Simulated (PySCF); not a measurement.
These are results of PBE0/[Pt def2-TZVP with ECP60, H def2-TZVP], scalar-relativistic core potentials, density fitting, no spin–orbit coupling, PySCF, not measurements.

```xyz
5
charge 0 multiplicity 1, angstrom
Pt    0.0000    0.0000    0.0000
H     1.3583    0.8986    0.3240
H    -1.3576   -0.8994    0.3251
H     0.8986    1.3584   -0.3240
H    -0.8994   -1.3576   -0.3251
```

PtH4 (singlet), along the line from Pt1 (at 0) through H2 (at 1.661 Å). Core electrons replaced by a potential are absent, the electrostatic potential uses the reduced nuclear charge, and values within about 0.7 Å of such atoms have no physical meaning.

Problem. Tabulate the fields along this line at 0.75, 0.91, 1.08, 1.25, 1.41, 1.58, 1.83, 1.99, 2.16, 2.32, 2.49, 2.66 Å.

Solution. 
| distance (Å) | electron density (e/Å³) | electron localisation function | electrostatic potential (V) |
| --- | --- | --- | --- |
| 0.75 | 2.64 | 0.491 | 44.8 |
| 0.91 | 1.22 | 0.264 | 23.7 |
| 1.08 | 0.895 | 0.365 | 15.9 |
| 1.25 | 0.984 | 0.79 | 17.3 |
| 1.41 | 1.36 | 0.978 | 34.6 |
| 1.58 | 2.1 | 0.999 | 147 |
| 1.83 | 1.31 | 0.999 | 61.1 |
| 1.99 | 0.622 | 0.995 | 20.9 |
| 2.16 | 0.296 | 0.986 | 9.58 |
| 2.32 | 0.143 | 0.971 | 5.07 |
| 2.49 | 0.0698 | 0.945 | 3 |
| 2.66 | 0.0352 | 0.898 | 1.96 |

On a grid of 0.08 Å the density has a local minimum along the bond near 1.08 Å from Pt, at 0.90 e/Å³, where the ELF is 0.36.

Spin–orbit coupling, left out here, can matter for elements this heavy.
